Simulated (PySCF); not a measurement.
C2H6O2Si.
SMILES with atom numbers: `[O:1]=[C:2]([OH:3])[CH2:4][SiH3:5]` (hydrogens: H6 on O3; H7, H8 on C4; H9, H10, H11 on Si5)

A GFN2-xTB structure was refined with PySCF 2.14.0, PBE0-D3(BJ)/def2-SVP geometry optimisation, gas phase. Its GFN2-xTB values:

```csv
coordinate,GFN2-xTB
O1=C2,1.210 Å
C2–O3,1.340 Å
C2–C4,1.454 Å
O3–H6,0.983 Å
C4–Si5,1.949 Å
C4–H7,1.093 Å
Si5–H9,1.442 Å
O1–C2–O3,120.7°
O1–C2–C4,128.2°
C2–C4–Si5,107.7°
O3–C2–C4,111.0°
O1–C2–C4–Si5,-89°
```

Question: How do these coordinates change at the PBE0-D3(BJ)/def2-SVP level?

Answer: 
| coordinate | PBE0-D3(BJ)/def2-SVP (Å or °) | change |
| --- | --- | --- |
| Si5–H9 | 1.492 | +0.050 |
| C4–Si5 | 1.900 | -0.049 |
| C2–C4 | 1.495 | +0.041 |
| O3–H6 | 0.970 | -0.013 |
| O1=C2 | 1.203 | -0.007 |
| C4–H7 | 1.099 | +0.006 |
| C2–O3 | 1.343 | +0.003 |
| C2–C4–Si5 | 112.7 | +5.0 |
| O1–C2–C4 | 125.6 | -2.6 |
| O1–C2–O3 | 122.5 | +1.8 |
| O3–C2–C4 | 111.9 | +0.9 |
| O1–C2–C4–Si5 | -91 | -2 |

The energy falls by 2.9 kcal/mol over 8 energy and gradient evaluations, the largest force component goes from 0.0299 to 1.9e-04 Eh/bohr, and the atoms move by 0.070 Å rms after alignment. Among the bonds, C4–Si5 and Si5–H9 change most and about equally (-0.049 to +0.050 Å). Bonds longer at the end by more than 0.005 Å: 6 of 10; shorter: 3. Rotational constants go from 7456, 2395, 2169 to 7642, 2304, 2068 MHz.

The run used 104 basis functions and 56 SCF cycles in all. The run took 29 s of wall time on one thread of an Arm Neoverse V1 (shared host), and the process peaked at 0.43 GiB of memory.

Whether it is a minimum is left open (no frequencies). The numbers are those of one conformer.

Shape of the structure used: `[O:1]=[C:2]([OH:3])[CH2:4][SiH3:5]`: O1–C2–C4–Si5 -91°, H–O3–C2–O1 0°.
